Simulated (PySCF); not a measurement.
ORD: `CC[C@H]1C[C@H](F)[S@@]1=O`, C$_{5}$H$_{9}$FOS

Molfile (atoms numbered from 1):
```
C5H9FOS
     RDKit          3D

 17 17  0  0  0  0  0  0  0  0999 V2000
    2.3523   -0.1512    0.1104 C   0  0  0  0  0  0  0  0  0  0  0  0
    1.1602    0.0750   -0.8119 C   0  0  0  0  0  0  0  0  0  0  0  0
   -0.0848    0.3800   -0.0091 C   0  0  1  0  0  0  0  0  0  0  0  0
   -1.4325    0.3682   -0.7307 C   0  0  0  0  0  0  0  0  0  0  0  0
   -2.2233   -0.3267    0.3680 C   0  0  2  0  0  0  0  0  0  0  0  0
   -2.8165    0.5499    1.2190 F   0  0  0  0  0  0  0  0  0  0  0  0
   -0.6176   -1.0188    1.1290 S   0  0  0  0  0  4  0  0  0  0  0  0
   -0.4901   -0.6140    2.5183 O   0  0  0  0  0  0  0  0  0  0  0  0
    2.5666    0.7460    0.6863 H   0  0  0  0  0  0  0  0  0  0  0  0
    2.1375   -0.9595    0.8073 H   0  0  0  0  0  0  0  0  0  0  0  0
    3.2378   -0.4128   -0.4628 H   0  0  0  0  0  0  0  0  0  0  0  0
    0.9882   -0.8205   -1.4144 H   0  0  0  0  0  0  0  0  0  0  0  0
    1.3681    0.9026   -1.4956 H   0  0  0  0  0  0  0  0  0  0  0  0
    0.0399    1.2652    0.6148 H   0  0  0  0  0  0  0  0  0  0  0  0
   -1.3998   -0.2514   -1.6264 H   0  0  0  0  0  0  0  0  0  0  0  0
   -1.8248    1.3513   -0.9921 H   0  0  0  0  0  0  0  0  0  0  0  0
   -2.9682   -1.0711    0.0801 H   0  0  0  0  0  0  0  0  0  0  0  0
  1  2  1  0
  2  3  1  0
  3  4  1  0
  4  5  1  0
  5  6  1  0
  7  5  1  6
  7  8  2  0
  7  3  1  0
  1  9  1  0
  1 10  1  0
  1 11  1  0
  2 12  1  0
  2 13  1  0
  3 14  1  1
  4 15  1  0
  4 16  1  0
  5 17  1  6
M  END
```

Theory: PySCF 2.14.0, TDDFT BHandHLYP/def2-SVPD circular dichroism and optical rotation, one conformer, gas phase. Geometry: GFN2-xTB.

The molecule is flexible and this is one conformer; a measurement averages over conformers. States above about 8.1 eV (minus the energy of the highest occupied orbital) lie near or above the ionisation threshold and depend on the basis.

Stereocentres: C3 S, C5 R, S7 R.

(1) Give the optical rotatory dispersion at 633, 589.3, 546, 436, 405, 365, 355 nm.

(2) And for the mirror image at 589.3 nm?

(3) What is the molar rotation [Φ] = [α]·M/100 of the geometry above at 589.3 nm?

Results:

(1) [α] in deg dm⁻¹ (g/mL)⁻¹:
| λ (nm) | origin-invariant length gauge | modified velocity gauge | length gauge (centre of mass) | isotropic polarisability (au) |
| --- | --- | --- | --- | --- |
| 633 | -51.9 | -51.2 | -53.8 | 82.3 |
| 589.3 | -61.2 | -60.7 | -63.4 | 82.6 |
| 546 | -73.2 | -73.1 | -75.8 | 83.0 |
| 436 | -127.9 | -131.9 | -132.3 | 84.4 |
| 405 | -155.5 | -162.9 | -160.8 | 85.1 |
| 365 | -207.6 | -223.8 | -214.5 | 86.3 |
| 355 | -224.8 | -244.8 | -232.3 | 86.7 |

(2) +61.2 deg dm⁻¹ (g/mL)⁻¹ (origin-invariant length gauge): the same size and the opposite sign.

(3) With M = 136.18 g/mol, -83.3 deg cm² dmol⁻¹ (origin-invariant length gauge).

The first excitation lies at 5.51 eV (225 nm) with R = +12.6 × 10⁻⁴⁰ esu² cm² (velocity form).
